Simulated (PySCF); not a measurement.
Geometries of 3 isomers of C4H10Si, from PBE0-D3(BJ)/def2-SVP geometry optimisation, gas phase in PySCF 2.14.0. One conformer each, no zero-point energy, no frequencies.

**Question.** Which is lowest in electronic energy at this level?
A.
```xyz
15
angstrom
C      2.359   -1.063   -0.425
C      2.072    0.239   -0.543
Si     0.343    0.953   -0.434
C     -0.927   -0.381   -0.031
C     -2.361    0.133    0.072
H      3.385   -1.443   -0.486
H      1.581   -1.817   -0.260
H      2.910    0.932   -0.702
H      0.320    2.020    0.619
H     -0.013    1.622   -1.729
H     -0.855   -1.162   -0.808
H     -0.620   -0.862    0.914
H     -3.068   -0.676    0.311
H     -2.695    0.592   -0.872
H     -2.461    0.899    0.858
```
B.
```xyz
15
angstrom
C     -1.822   -0.518    0.052
C     -0.393   -0.380    0.544
C      0.679   -1.207   -0.222
Si     1.901    0.176    0.202
C      0.233    1.041    0.443
H     -2.172   -1.560    0.123
H     -1.900   -0.209   -1.004
H     -2.511    0.112    0.637
H     -0.355   -0.686    1.606
H      0.822   -2.247    0.102
H      0.462   -1.206   -1.304
H      2.649   -0.052    1.478
H      2.862    0.671   -0.833
H      0.037    1.725    1.281
H     -0.084    1.535   -0.491
```
C.
```xyz
15
angstrom
C      0.433   -0.752    0.975
C     -0.777   -1.047    0.083
C     -1.323    0.280   -0.467
Si     0.248    1.305   -0.777
C      1.404    0.159    0.207
H      0.919   -1.682    1.314
H      0.085   -0.233    1.887
H     -1.548   -1.617    0.628
H     -0.454   -1.689   -0.756
H     -1.936    0.789    0.296
H     -1.961    0.146   -1.353
H      0.162    2.693   -0.224
H      0.623    1.411   -2.223
H      2.008   -0.433   -0.501
H      2.110    0.685    0.868
```

**Answer.** C. That is `[SiH2]1CCCC1`, 15.9 kcal/mol below the next.

| SMILES | atoms numbered as above | E (Eh) | relative (kcal/mol) | relative (kJ/mol) | dipole (D) |
| --- | --- | --- | --- | --- | --- |
| C1CC[SiH2]C1 | [CH2:1]1[CH2:2][CH2:3][SiH2:4][CH2:5]1 | -447.43375 | 0.0 | 0.0 | 0.70 |
| CC1C[SiH2]C1 | [CH3:1][CH:2]1[CH2:3][SiH2:4][CH2:5]1 | -447.40842 | 15.9 | 66.5 | 0.56 |
| C=C[SiH2]CC | [CH2:1]=[CH:2][SiH2:3][CH2:4][CH3:5] | -447.39801 | 22.4 | 93.8 | 0.85 |

As drawn, the highest has a C=C bond outside aromatic rings, which the lowest lacks.
